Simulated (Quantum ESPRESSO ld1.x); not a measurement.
Question: The mean radii <r> (bohr) of the occupied orbitals of an atom or ion are listed with their occupations. Method: Dirac Kohn-Sham, LDA (Slater exchange, Perdew-Zunger correlation), spin-unpolarised, spherical densities, point nucleus; computed with ld1.x of Quantum ESPRESSO 7.5.

| orbital | occ. | <r> |
|---|---|---|
| 1s1/2 | 2 | 0.02192 |
| 2s1/2 | 2 | 0.09276 |
| 2p1/2 | 2 | 0.07745 |
| 2p3/2 | 4 | 0.08428 |
| 3s1/2 | 2 | 0.2424 |
| 3p1/2 | 2 | 0.2318 |
| 3p3/2 | 4 | 0.2444 |
| 3d3/2 | 4 | 0.2160 |
| 3d5/2 | 6 | 0.2200 |
| 4s1/2 | 2 | 0.5101 |
| 4p1/2 | 2 | 0.5118 |
| 4p3/2 | 4 | 0.5321 |
| 4d3/2 | 2 | 0.5305 |

Name the element and its charge. Open shells, if any, fill j = l - 1/2 first.

Answer: Z = 64, gadolinium, charge +26: Gd26+ in [Kr] 4d2. The 1s radius gives Z: for a bare nucleus <r> = (2 gamma + 1)/(2Z) with gamma = sqrt(1 - (Z/c)^2), 0.02163 bohr for Z = 64, and screening makes it slightly larger (0.02192 here). The occupations add up to 38, and the charge is Z minus that.
